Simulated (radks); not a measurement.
Isoelectronic series with 7 electrons, all held in the configuration [He] 2s2 2p3, which need not be the ground one along the series. All-electron calculation, Dirac Kohn-Sham, LDA (Slater exchange, Perdew-Wang correlation), spin-unpolarised, spherical densities, finite nucleus; open shells fill j = l - 1/2 first; Fermi nuclear charge, rms radius of each element as measured or else 0.836 A^(1/3) + 0.57 fm. Program: a radial shooting solver on a logarithmic mesh with Libxc functionals. Total energies (hartree) and mean radii <r> (bohr):

ion    E (hartree)    2p3/2    2p1/2    2s1/2    1s1/2
N        -54.05528    1.482    1.480    1.329   0.2312
P8+     -304.75562   0.4260   0.4244   0.4775   0.1036
V16+    -767.08376   0.2523   0.2500   0.2895  0.06635
Ga24+  -1446.09382   0.1792   0.1762   0.2066  0.04853
Ag40+  -3488.39310   0.1131   0.1085   0.1291  0.03106
Cs48+   -4877.2833  0.09526  0.08989   0.1076  0.02607
Eu56+   -6535.7752  0.08214  0.07595  0.09145  0.02229
